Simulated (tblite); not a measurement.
Run record: tight-binding relaxation, `[H]/N=C(\C(C)=O)[C@H]1C[SiH2]1`.

Computed with GFN2-xTB geometry optimisation, gas phase (tblite 0.8.0). Start geometry: from a force field or distance geometry. The input is one job of a driver script: a line of settings, then coordinates in Å.

Command:
```bash
OMP_NUM_THREADS=1 python probes_run.py task.json out
```

Input:
```
{"job": {"kind": "relax", "xc": "GFN2-xTB", "basis": "xTB"}, "charge": 0, "multiplicity": 1}
C     -1.919500     0.595900     1.005200
C     -1.438500    -0.729200     0.520700
O     -1.800700    -1.812500     0.986800
C     -0.437100    -0.748000    -0.616800
N     -0.431100    -1.714300    -1.472200
C      0.504000     0.360200    -0.752300
C      1.336200     0.862400     0.387000
Si     2.299700    -0.116600    -0.902800
H     -2.145900     1.241200     0.153800
H     -2.858100     0.454800     1.575700
H     -1.190400     1.065200     1.655300
H     -1.149900    -2.406500    -1.196300
H      0.206600     1.090800    -1.485600
H      1.613100     1.904500     0.418700
H      1.306400     0.363700     1.349100
H      2.860500    -1.253700    -0.128000
H      3.237700     0.854100    -1.508100
```

Output:
```
step      E/eV     max force
  0    -650.20205    1.992
  1    -650.31007    2.069
  2    -650.38463    0.686
  3    -650.44294    0.648
  4    -650.50844    0.910
  5    -650.55290    0.799
  6    -650.60258    0.616
  7    -650.63376    0.543
  8    -650.65649    0.439
  9    -650.67090    0.411
... (178 lines left out)
188    -651.02387    0.053
189    -651.02418    0.046
190    -651.02438    0.023
191    -651.02451    0.038
192    -651.02459    0.036
193    -651.02463    0.017
194    -651.02466    0.010
195    -651.02467    0.010
196    -651.02468    0.011
197    -651.02469    0.007
```

«max force» is the largest atomic force in eV/Å.

Problem. From which step on does the largest force stay under 0.1 eV/Å, and how much energy is left to gain from there?

Solution. From step 187 (0.077 eV/Å), 1.2 meV above the end.

Main results: energy lowered by 19.0 kcal/mol over 197 steps; largest atomic force 0.007 eV/Å at the end.

Problem. Give the final coordinates.

Solution. 1.390 Å rms from the input after alignment:
```
atom  x, y, z in Å
C1    -2.3230   -0.3051    0.9438
C2    -0.8646   -0.4257    0.5891
O3    -0.0550   -0.9358    1.3347
C4    -0.4493    0.0880   -0.7599
N5    -1.1999    0.0662   -1.7941
C6     0.9201    0.5230   -0.8745
C7     1.7054    1.0904    0.3150
Si8    2.3106   -0.6183   -0.1543
H9    -2.8797   -1.0911    0.4325
H10   -2.4552   -0.4339    2.0152
H11   -2.7166    0.6577    0.6245
H12   -2.1286   -0.3199   -1.6444
H13    1.1176    0.9813   -1.8358
H14    2.3001    1.9618    0.0748
H15    1.1461    1.2320    1.2285
H16    2.0949   -1.8655    0.5361
H17    3.4701   -0.5931   -1.0412
```

Time: 1.3 s. Hardware: one thread of an Arm Neoverse V2, no GPU, on a shared host.
Labels such as C1 count atoms from 1, the log's own numbers from 0.
